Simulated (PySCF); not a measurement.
Electron correlation in Ag²⁺ (silver, charge +2)

[Kr] 4d8 5s1, high-spin 4F determinant (an excited configuration). Calculation: PySCF 2.14, in x2c-TZVPPall with one added diffuse shell each of s, p, d, f type (9s7p7d3f1g, 95 functions); scalar relativity by spin-free X2C-1e. Frozen: [Ar] 3d10; 17 electrons correlated.

MP2 pair energies summed by pair of shells (mhartree):

| pair | energy | share (%) |
| --- | --- | --- |
| 4d-4d | -210.23 | 39.5 |
| 4p-4d | -169.10 | 31.8 |
| 4p-4p | -48.70 | 9.2 |
| 4d-5s | -36.63 | 6.9 |
| 4s-4d | -29.29 | 5.5 |
| 4s-4p | -24.07 | 4.5 |
| 4p-5s | -8.90 | 1.7 |
| 4s-4s | -4.05 | 0.8 |
| 4s-5s | -0.74 | 0.1 |

Total MP2 correlation energy: -531.71 mhartree.

Same-spin part -175.37 and opposite-spin part -356.34 mhartree; SCS-MP2 scales them by 1/3 and 6/5 to -486.06 mhartree.

This basis was not built for core-valence correlation, so the inner-shell part is incomplete.
